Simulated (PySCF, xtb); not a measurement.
H4NSi, SMILES [NH][SiH3] (connectivity only; charge and spin as stated), charge -1, multiplicity 1.

Harmonic wavenumbers (cm⁻¹) from GFN2-xTB (xtb) at its own minimum, in rising order: 321, 591, 594, 843, 879, 935, 952, 1157, 1523, 1647, 1877, 3290.

**Question.** What does PBE-D3(BJ)/def2-TZVPD (PySCF 2.14.0) give at its own minimum? (Estimate from the structure and the level; the computed values follow.)

**Answer.** 270, 622, 638, 791, 891, 910, 927, 987, 1795, 1859, 2001, 3394. Paired by order, the mean absolute difference is 93 cm⁻¹ and the zero-point energies are 20.9 and 21.6 kcal/mol.
